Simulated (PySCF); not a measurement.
PySCF input for C₄H₆OSi, SMILES [SiH3]c1ccco1, PBE-D3(BJ)/def2-SVP. The structure is a stationary point at PBE-D3(BJ)/def2-SVP.

```python
import numpy as np
from pyscf import gto, scf, dft, df
from pyscf.hessian import thermo

mol = gto.M(
    atom='''
    Si   -0.00622085   -2.05784373    0.00000000
    C     0.09893783   -0.18881089   -0.00000000
    C     1.16901098    0.69022028    0.00000000
    C     0.62437415    2.01550981   -0.00000000
    C    -0.74252541    1.85834480    0.00000000
    O    -1.07286019    0.54055989   -0.00000000
    H    -0.72762694   -2.56573539   -1.21860197
    H    -0.72762695   -2.56573539    1.21860197
    H     1.40551155   -2.57178022    0.00000000
    H     2.22893055    0.41083614    0.00000000
    H     1.17336598    2.96356308   -0.00000000
    H    -1.58136611    2.56260077   -0.00000000
    ''',
    basis='def2-SVP',
    charge=0,
    spin=0,
    max_memory=1600,
    verbose=3,
)
mf = dft.RKS(mol, xc='pbe').density_fit(auxbasis='def2-universal-jkfit')
mf.disp = 'd3bj'
mf.grids.level = 3
mf.conv_tol = 1e-11
mf.max_cycle = 100
mf.kernel()

# [left out here: the lines that compute and print the analytic Hessian (its translational invariance restored by hand, since the grid's response is missing), thermochemistry and intensities]
```

It prints:

```
[...]
       3   C                 0.00 -0.00  0.06   -0.00  0.00  0.11    0.09  0.14 -0.00
       4   C                -0.00 -0.00 -0.08   -0.00  0.00 -0.05    0.11 -0.09  0.00
       5   O                -0.00 -0.00 -0.01    0.00  0.00  0.00   -0.04 -0.07  0.00
       6   H                 0.00  0.04 -0.01   -0.01 -0.01  0.01   -0.06  0.07  0.00
       7   H                -0.00 -0.04 -0.01    0.01  0.01  0.01   -0.06  0.07 -0.00
       8   H                -0.00 -0.00 -0.01    0.00  0.00  0.03    0.04  0.12  0.00
       9   H                 0.00  0.00 -0.64   -0.00  0.00  0.55   -0.14 -0.12 -0.00
      10   H                -0.00  0.00 -0.40    0.00 -0.00 -0.59    0.01  0.19  0.00
      11   H                 0.00 -0.00  0.42   -0.00 -0.00  0.27    0.10 -0.12 -0.00
Mode                                12                  13                  14
Irrep
Freq [cm^-1]                      878.7672            897.1441            904.8512
Reduced mass [au]                   1.3798              1.0380              2.3306
Force const [Dyne/A]                0.6278              0.4923              1.1243
Char temp [K]                    1264.3503           1290.7906           1301.8794
Normal mode                   x     y     z       x     y     z       x     y     z
       0  Si                 0.01 -0.04 -0.00   -0.00 -0.00 -0.03   -0.00 -0.04  0.00
       1   C                -0.01 -0.05 -0.00    0.00  0.00 -0.01    0.04  0.06  0.00
       2   C                -0.06 -0.03  0.00    0.00  0.00  0.00    0.13  0.02 -0.00
       3   C                -0.03 -0.00 -0.00    0.00 -0.00 -0.00    0.01 -0.03 -0.00
       4   C                -0.03  0.04  0.00    0.00 -0.00 -0.00    0.01 -0.03  0.00
       5   O                 0.09  0.01  0.00   -0.00 -0.00  0.01   -0.13  0.00 -0.00
       6   H                -0.18  0.40 -0.07   -0.36  0.24  0.09   -0.08  0.22 -0.06
       7   H                -0.18  0.40  0.07    0.36 -0.24  0.09   -0.08  0.22  0.06
       8   H                 0.18  0.48  0.00   -0.00 -0.00  0.76    0.12  0.29 -0.00
       9   H                -0.05  0.04 -0.00    0.00 -0.00 -0.01    0.12 -0.01 -0.00
      10   H                 0.12 -0.09  0.00   -0.00  0.00  0.02   -0.25  0.12 -0.00
      11   H                -0.12 -0.06 -0.00    0.00  0.00 -0.01    0.19  0.19  0.00
Mode                                15                  16                  17
Irrep
Freq [cm^-1]                      922.4141            994.4664           1067.2947
Reduced mass [au]                   1.0407              1.3122              1.7728
Force const [Dyne/A]                0.5217              0.7646              1.1898
Char temp [K]                    1327.1485           1430.8157           1535.5995
Normal mode                   x     y     z       x     y     z       x     y     z
       0  Si                -0.03 -0.01  0.00    0.00 -0.01  0.00    0.00  0.01  0.00
       1   C                 0.00 -0.01 -0.00   -0.03  0.04 -0.00   -0.00 -0.09 -0.00
       2   C                -0.02 -0.00 -0.00    0.04 -0.07 -0.00   -0.07 -0.00 -0.00
       3   C                 0.00  0.01 -0.00   -0.03  0.04  0.00   -0.05 -0.05 -0.00
       4   C                 0.00  0.00  0.00   -0.02 -0.01  0.00    0.07 -0.07  0.00
       5   O                -0.00 -0.01  0.00    0.08  0.03  0.00    0.04  0.08  0.00
       6   H                 0.49  0.24 -0.40   -0.00  0.00  0.00    0.01  0.01 -0.00
       7   H                 0.49  0.24  0.40   -0.00  0.00 -0.00    0.01  0.01  0.00
       8   H                -0.07 -0.16 -0.00   -0.01 -0.03 -0.00   -0.02 -0.03 -0.00
       9   H                -0.02 -0.03 -0.00   -0.10 -0.60 -0.00    0.04  0.42 -0.00
      10   H                 0.02 -0.00 -0.00   -0.50  0.32 -0.00   -0.45  0.18 -0.00
      11   H                 0.00  0.00  0.00   -0.08 -0.09  0.00    0.29  0.18  0.00
Mode                                18                  19                  20
Irrep
Freq [cm^-1]                     1136.3171           1169.7950           1196.5661
Reduced mass [au]                   2.6176              4.0771              2.1090
Force const [Dyne/A]                1.9914              3.2871              1.7791
Char temp [K]                    1634.9073           1683.0745           1721.5922
Normal mode                   x     y     z       x     y     z       x     y     z
       0  Si                 0.00 -0.02  0.00    0.00  0.01 -0.00    0.00  0.01  0.00
       1   C                -0.10  0.11 -0.00    0.11 -0.13  0.00   -0.09 -0.04 -0.00
       2   C                 0.03  0.04 -0.00    0.03 -0.05  0.00    0.06 -0.09 -0.00
       3   C                 0.04 -0.06 -0.00    0.01  0.07  0.00    0.04  0.06 -0.00
       4   C                 0.01 -0.13  0.00   -0.03 -0.05  0.00    0.02  0.11  0.00
       5   O                 0.02  0.07  0.00   -0.08  0.12 -0.00   -0.02 -0.07  0.00
       6   H                -0.00  0.04 -0.03    0.00  0.00  0.01    0.00  0.01 -0.00
       7   H                -0.00  0.04  0.03    0.00  0.00 -0.01    0.00  0.01  0.00
       8   H                -0.00 -0.03 -0.00    0.00  0.02 -0.00   -0.01 -0.02 -0.00
       9   H                 0.08  0.21 -0.00    0.03 -0.07  0.00    0.22  0.44 -0.00
      10   H                 0.03 -0.06 -0.00    0.10  0.03  0.00   -0.21  0.22 -0.00
      11   H                -0.25 -0.45  0.00   -0.26 -0.31 -0.00   -0.24 -0.19  0.00
Mode                                21                  22                  23
Irrep
Freq [cm^-1]                     1369.9044           1457.5906           1552.7966
Reduced mass [au]                   2.9110              6.5371              5.2689
Force const [Dyne/A]                3.2187              8.1829              7.4851
Char temp [K]                    1970.9875           2097.1483           2234.1285
Normal mode                   x     y     z       x     y     z       x     y     z
       0  Si                 0.00 -0.00  0.00    0.00  0.01  0.00    0.00  0.01  0.00
       1   C                -0.08  0.01 -0.00   -0.10 -0.13 -0.00   -0.08 -0.10 -0.00
       2   C                 0.08 -0.09 -0.00    0.07  0.11 -0.00    0.09  0.10 -0.00
       3   C                -0.08  0.14 -0.00    0.12 -0.02 -0.00   -0.14 -0.02 -0.00
       4   C                -0.03 -0.10  0.00   -0.13 -0.02  0.00    0.13  0.05  0.00
       5   O                 0.03  0.02  0.00    0.03  0.01  0.00   -0.01 -0.00  0.00
       6   H                -0.00  0.01 -0.01   -0.00  0.02 -0.01   -0.00  0.01 -0.00
       7   H                -0.00  0.01  0.01   -0.00  0.02  0.01   -0.00  0.01  0.00
       8   H                -0.01 -0.02 -0.00   -0.01 -0.02 -0.00   -0.01 -0.01 -0.00
       9   H                 0.15  0.10 -0.00    0.02 -0.11 -0.00    0.03 -0.21 -0.00
      10   H                 0.33 -0.09 -0.00   -0.02  0.08 -0.00    0.07 -0.17 -0.00
      11   H                 0.27  0.25  0.00    0.05  0.23  0.00   -0.03 -0.19  0.00
Mode                                24                  25                  26
Irrep
Freq [cm^-1]                     2164.0604           2165.5362           2183.6825
Reduced mass [au]                   1.0225              1.0512              1.0478
Force const [Dyne/A]                2.8213              2.9044              2.9437
Char temp [K]                    3113.6011           3115.7244           3141.8329
Normal mode                   x     y     z       x     y     z       x     y     z
       0  Si                -0.01 -0.02 -0.00   -0.00 -0.00  0.04   -0.04  0.01  0.00
       1   C                -0.00 -0.00 -0.00   -0.00 -0.00  0.00   -0.00 -0.00  0.00
       2   C                 0.00  0.00 -0.00    0.00  0.00  0.00    0.00  0.00  0.00
       3   C                 0.00 -0.00  0.00    0.00 -0.00 -0.00    0.00  0.00  0.00
       4   C                -0.00 -0.00 -0.00   -0.00 -0.00  0.00   -0.00 -0.00  0.00
       5   O                -0.00  0.00  0.00   -0.00  0.00 -0.00    0.00  0.00 -0.00
       6   H                 0.32  0.22  0.55   -0.34 -0.23 -0.55    0.08  0.07  0.16
       7   H                 0.32  0.22 -0.55    0.34  0.23 -0.55    0.08  0.07 -0.16
       8   H                -0.26  0.09 -0.00   -0.00  0.00  0.01    0.88 -0.32  0.00
       9   H                 0.00 -0.00 -0.00    0.00 -0.00  0.00    0.00  0.00  0.00
      10   H                 0.00 -0.00  0.00    0.00 -0.00 -0.00    0.00  0.00  0.00
      11   H                 0.00 -0.00 -0.00    0.00 -0.00  0.00    0.00  0.00  0.00
Mode                                27                  28                  29
Irrep
Freq [cm^-1]                     3182.1016           3192.5883           3211.5811
Reduced mass [au]                   1.0912              1.0967              1.1088
Force const [Dyne/A]                6.5101              6.5862              6.7384
Char temp [K]                    4578.3357           4593.4237           4620.7502
Normal mode                   x     y     z       x     y     z       x     y     z
       0  Si                 0.00  0.00 -0.00    0.00 -0.00  0.00    0.00  0.00  0.00
       1   C                -0.00 -0.00 -0.00   -0.00 -0.00 -0.00    0.00 -0.00  0.00
       2   C                 0.06 -0.01  0.00    0.05 -0.01 -0.00    0.01 -0.01 -0.00
       3   C                -0.03 -0.04 -0.00    0.02  0.04 -0.00    0.03  0.04 -0.00
       4   C                -0.02  0.01  0.00    0.03 -0.03 -0.00   -0.06  0.04  0.00
       5   O                -0.00  0.00  0.00   -0.00 -0.00  0.00   -0.00 -0.00  0.00
       6   H                -0.00  0.00  0.00   -0.00  0.00  0.00   -0.00  0.00 -0.00
       7   H                -0.00  0.00 -0.00   -0.00  0.00 -0.00   -0.00  0.00  0.00
       8   H                -0.00 -0.00  0.00   -0.00 -0.00  0.00   -0.00  0.00  0.00
       9   H                -0.69  0.18 -0.00   -0.59  0.16 -0.00   -0.14  0.04 -0.00
      10   H                 0.30  0.50 -0.00   -0.27 -0.47  0.00   -0.26 -0.44  0.00
      11   H                 0.19 -0.16 -0.00   -0.37  0.31  0.00    0.60 -0.50 -0.00
temperature 298.1500 [K]
pressure 101325.00 [Pa]
Rotational constants [GHz] 8.25924 1.95446 1.61062
Symmetry number 1
Zero-point energy (ZPE) 0.08268 [Eh]   217084.720 [J/mol]
                           tot       elec      trans        rot        vib
Entropy [J/mol/K]       331.261      0.000    165.950    112.618     52.693
Cv [J/mol/K]             96.854      0.000     12.472     12.472     71.911
Cp [J/mol/K]            105.169      0.000     20.786     12.472     71.911
Internal energy [J/mol]                      3718.434   3718.434 226225.556
Internal energy [Eh]   -519.94976  -520.03876
Enthalpy [J/mol]                             6197.391   3718.434 226225.556
Enthalpy [Eh]          -519.94882
Gibbs free energy [J/mol]                  -43280.749 -29858.520 210515.217
Gibbs free energy [Eh] -519.98644
mode   freq/cm-1   IR/(km/mol)
   1       93.01         0.116
   2      159.92         1.840
   3      188.48         0.087
   4      437.90        13.694
   5      576.99        20.341
   6      597.04         7.951
   7      626.76        46.054
   8      690.36        15.536
   9      731.69        54.480
  10      805.26         4.967
  11      866.32         0.068
  12      872.55         1.865
  13      878.77       198.419
  14      897.14        38.236
  15      904.85        65.359
  16      922.41        56.001
  17      994.47        32.732
  18     1067.29         9.883
  19     1136.32        17.063
  20     1169.79         1.203
  21     1196.57        10.583
  22     1369.90         1.546
  23     1457.59        12.754
  24     1552.80         5.258
  25     2164.06        95.373
  26     2165.54       100.613
  27     2183.68        82.952
  28     3182.10         0.874
  29     3192.59         0.101
  30     3211.58         0.041
max |gradient| / (hartree/bohr): 7.127442413759809e-05
APT charges: [ 1.1193 -0.1761 -0.0161 -0.118   0.0857 -0.3777 -0.2594 -0.2594 -0.2301
  0.0743  0.0756  0.0818]
```

Self-consistency was reached.
